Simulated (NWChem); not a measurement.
All runs are NWChem calculations. System: HClMg, charge 0, spin multiplicity 1, at a geometry optimised with PBE/def2-SVP. The structure started from a generated list of species. Level: TD-PBE0/6-31G* (spherical d).

Part of the output:

```
             Northwest Computational Chemistry Package (NWChem) 7.3.0
             --------------------------------------------------------

                                NWChem Input Module
                                -------------------

 Scaling coordinates for geometry "geometry" by  1.889725989
 (inverse scale =  0.529177249)

                             Geometry "geometry" -> ""
                             -------------------------

 Output coordinates in angstroms (scale by  1.889725989 to convert to a.u.)

  No.       Tag          Charge          X              Y              Z
 ---- ---------------- ---------- -------------- -------------- --------------
    1 Mg                  12.0000     0.00000000     0.00000000    -1.20131500
    2 H                    1.0000     0.00000000     0.00000000    -2.89703600
    3 Cl                  17.0000     0.00000000     0.00000000     1.01840100

 Effective nuclear repulsion energy (a.u.)      54.6756905851

            Nuclear Dipole moment (a.u.)
            ----------------------------
        X                 Y               Z
 ---------------- ---------------- ----------------
     0.0000000000     0.0000000000     0.0000018897


 Summary of "ao basis" -> "" (spherical)
 ------------------------------------------------------------------------------
       Tag                 Description            Shells   Functions and Types
 ---------------- ------------------------------  ------  ---------------------
 *                           6-31g*                   on all atoms

                                 NWChem DFT Module
                                 -----------------

 Summary of "ao basis" -> "ao basis" (spherical)
 ------------------------------------------------------------------------------
       Tag                 Description            Shells   Functions and Types
 ---------------- ------------------------------  ------  ---------------------
 Mg                          6-31g*                  8       18   4s3p1d
 H                           6-31g*                  2        2   2s
 Cl                          6-31g*                  8       18   4s3p1d

 Summary of "ao basis" -> "ao basis" (spherical)
 ------------------------------------------------------------------------------
       Tag                 Description            Shells   Functions and Types
 ---------------- ------------------------------  ------  ---------------------
[...]
     Electric Quadrupole                           0.0000000730
     Magnetic Dipole                               0.0000000000
     Total Oscillator Strength                     0.0000000730

          sigma_e =   2.3898 Angstrom
          sigma_h =   1.1498 Angstrom
         |d_h->e| =   2.1805 Angstrom
            d_exc =   3.4316 Angstrom
            d_CD1 =   3.4205 Angstrom
            d_CD2 =   0.4107 Angstrom
            d_CD3 =   5.6121 Angstrom
     Pearson C.C. =   0.0021

     Occ.   13  a   ---  Virt.   17  a    0.70521 X
     Occ.   14  a   ---  Virt.   18  a   -0.70520 X
  ----------------------------------------------------------------------------
  Root   8 singlet a              0.249065112 a.u.                6.7774 eV
  ----------------------------------------------------------------------------
     Transition Moments    X  0.00000   Y -0.00000   Z  0.00000
     Transition Moments   XX -0.00000  XY  0.00000  XZ -0.00000
     Transition Moments   YY  0.00000  YZ  0.00000  ZZ -0.00000
     Dipole Oscillator Strength                    0.0000000000
     Electric Quadrupole                           0.0000000000
     Magnetic Dipole                               0.0000000000
     Total Oscillator Strength                     0.0000000000

          sigma_e =   2.3926 Angstrom
          sigma_h =   1.1494 Angstrom
         |d_h->e| =   2.1838 Angstrom
            d_exc =   3.4372 Angstrom
            d_CD1 =   3.4270 Angstrom
            d_CD2 =   0.4128 Angstrom
            d_CD3 =   5.6210 Angstrom
     Pearson C.C. =   0.0000

     Occ.   13  a   ---  Virt.   18  a    0.70519 X
     Occ.   14  a   ---  Virt.   17  a   -0.70519 X
  ----------------------------------------------------------------------------
  Root   9 singlet a              0.269639789 a.u.                7.3373 eV
  ----------------------------------------------------------------------------
     Transition Moments    X -0.00000   Y -0.00000   Z -1.31151
     Transition Moments   XX  0.20880  XY  0.00000  XZ  0.00000
     Transition Moments   YY  0.20880  YZ  0.00000  ZZ  5.86396
     Dipole Oscillator Strength                    0.3091968384
     Electric Quadrupole                           0.0000011129
     Magnetic Dipole                               0.0000000000
     Total Oscillator Strength                     0.3091979513

          sigma_e =   2.4451 Angstrom
          sigma_h =   2.0716 Angstrom
         |d_h->e| =   0.5025 Angstrom
            d_exc =   3.4508 Angstrom
            d_CD1 =   0.8760 Angstrom
            d_CD2 =  -1.7558 Angstrom
            d_CD3 =   3.9533 Angstrom
     Pearson C.C. =  -0.1367

     Occ.   12  a   ---  Virt.   16  a   -0.37621 X
     Occ.   13  a   ---  Virt.   17  a   -0.51515 X
     Occ.   14  a   ---  Virt.   18  a   -0.51515 X
     Occ.   15  a   ---  Virt.   16  a    0.55629 X
     Occ.   15  a   ---  Virt.   16  a   -0.05956 Y
     Occ.   15  a   ---  Virt.   19  a    0.11208 X
     Occ.   15  a   ---  Virt.   20  a   -0.07148 X
  ----------------------------------------------------------------------------
  Root  10 singlet a              0.293998278 a.u.                8.0001 eV
  ----------------------------------------------------------------------------
     Transition Moments    X  0.00000   Y  0.00000   Z  0.91886
     Transition Moments   XX -1.47083  XY -0.00000  XZ -0.00000
     Transition Moments   YY -1.47083  YZ -0.00000  ZZ  2.97606
     Dipole Oscillator Strength                    0.1654831184
     Electric Quadrupole                           0.0000008920
     Magnetic Dipole                               0.0000000000
     Total Oscillator Strength                     0.1654840104

          sigma_e =   2.4576 Angstrom
          sigma_h =   1.4963 Angstrom
         |d_h->e| =   1.5212 Angstrom
            d_exc =   3.2755 Angstrom
            d_CD1 =   2.4825 Angstrom
            d_CD2 =  -0.4557 Angstrom
            d_CD3 =   4.7967 Angstrom
     Pearson C.C. =  -0.0186

     Occ.   12  a   ---  Virt.   16  a   -0.89277 X
     Occ.   12  a   ---  Virt.   20  a    0.08430 X
     Occ.   13  a   ---  Virt.   17  a    0.30581 X
     Occ.   14  a   ---  Virt.   18  a    0.30581 X

              Target root =      1
          Target symmetry = none
      Ground state energy =   -660.639151936409
        Excitation energy =      0.227564174593
     Excited state energy =   -660.411587761816

  stored tddft:energy   -660.41158776181624

 Task  times  cpu:       23.5s     wall:       23.5s

 Total times  cpu:       23.5s     wall:       23.5s
```

Problem. Write an NWChem input that would produce this output.

Solution. This is not unique; one that fits is 
```
start mol
memory heap 200 mb stack 900 mb global 1100 mb
geometry units angstroms nocenter noautoz noautosym
  Mg     0.000000     0.000000    -1.201315
  H      0.000000     0.000000    -2.897036
  Cl     0.000000     0.000000     1.018401
end
basis spherical
  * library 6-31g*
end
dft
  xc pbe0
  semidirect memsize 60000000 filesize 0
  iterations 100
end
tddft
  rpa
  nroots 10
  notriplet
end
task tddft energy
```
